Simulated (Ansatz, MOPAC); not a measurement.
Species: InF$_{2}$ (charge +1, singlet). SMILES: [F][In+][F]

Atoms: In1, F2, F3. Bonds: In1-F2, In1-F3.

Bond lengths (Å) and angles (degrees) optimised at MNDO with MOPAC; HF/STO-3G with Ansatz (a quantum-chemistry and plane-wave program); PBE/6-31G* with LANL2DZ past Ar with Ansatz, each started from the B3LYP-D3(BJ)/def2-TZVP structure (Ansatz) of the last column. A row stands for all coordinates that are equal there. 6-31G* holds six Cartesian d functions. No wavenumbers were computed at MNDO, HF/STO-3G, PBE/6-31G* with LANL2DZ past Ar, so these may be saddle points.

```csv
coordinate,MNDO,HF/STO-3G,PBE/6-31G* with LANL2DZ past Ar,B3LYP-D3(BJ)/def2-TZVP
In1-F2,2.047,1.808,1.750,1.855
F2-In1-F3,180.0,180.0,180.0,180.0
```

Mean signed difference of all 2 bond lengths from B3LYP-D3(BJ)/def2-TZVP: MNDO 0.191 Å, HF/STO-3G -0.048 Å, PBE/6-31G* with LANL2DZ past Ar -0.105 Å.
